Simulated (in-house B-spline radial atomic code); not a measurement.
Eu. Computed with a B-spline radial atomic code. Model: all-electron spherical atom, spin shells full or empty, radial basis limit, no spin-orbit coupling, Breit or QED, empty-state partial waves extrapolated as (l+1/2)^-4, RPA, G0W0 and static COHSEX of the highest shell as one setting changes (uncorrelated shells keep exact exchange).

Without the two-electron picture change, core correlation of heavy ions comes too large.

Given: element Eu; charge 0; filled core Xe; hamiltonian one-electron scalar X2C; mean-field start PBE0; highest l of empty states 9; nuclear rms radius 5.1115 fm; highest mean-field shell 6s down.

Shell: 4f 7 0, 6s 1 1 (electrons up and down).

```csv
lowest nl shells left uncorrelated,RPA correlation energy (hartree),G0W0 level (eV),G0W0 minus most complete (meV),COHSEX level (eV),removal by RPA minus most complete (meV)
0,-5.2394,-5.781,0,-7.2199,0
1,-5.0427,-5.781,0,-7.2199,0
2,?,?,?,?,?
3,-4.2604,-5.781,0,-7.2198,0.1
4,-4.0733,-5.7822,-1.1,-7.2227,1
5,-3.5077,-5.7815,-0.5,-7.2222,0.6
6,-2.5837,-5.7775,3.5,-7.215,-0.8
7,-2.4115,-5.7835,-2.5,-7.2307,3.6
8,-1.8967,-5.7802,0.8,-7.2301,0.2
9,-0.96524,-5.7535,27.5,-7.1892,-13.1
10,?,?,?,?,?
11,-0.35613,-5.5637,217.3,-6.9783,-170.3
12,-0.05001,-5.3954,385.6,-6.6448,-339.8
```

**Question.** What follows for lowest nl shells left uncorrelated = 2?

**Answer.** RPA correlation energy -4.8413 hartree; G0W0 level -5.7813 eV; G0W0 minus most complete -0.2 meV; COHSEX level -7.2206 eV; removal by RPA minus most complete 0.2 meV.

**Question.** What follows for lowest nl shells left uncorrelated = 10?

**Answer.** RPA correlation energy -0.81449 hartree; G0W0 level -5.7604 eV; G0W0 minus most complete 20.6 meV; COHSEX level -7.2086 eV; removal by RPA minus most complete -14.2 meV.
